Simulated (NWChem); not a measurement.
A series in which one site is exchanged, each optimised at PBE0/def2-SVP with NWChem, gas phase unless a solvent is named. All stand in one matching conformer (torsions within 35°), which need not be the lowest. Some are not confirmed as minima by frequencies. def2 effective core potentials on Te; no spin-orbit coupling.

A: [OH][Zn][GeH3] (ZnGeH₄O; site = Zn)
B: [OH][Be][GeH3] (BeGeH4O; site = Be)
C: [GeH3][Te]O (GeH$_{4}$TeO; site = Te)
D: [OH][Mg][GeH3] (MgGeH₄O; site = Mg)

**Question.** Rank them by dipole (D), PBE0/def2-SVP, lowest first.

**Answer.** D (1.27), A (1.46), C (1.74), B (2.52)
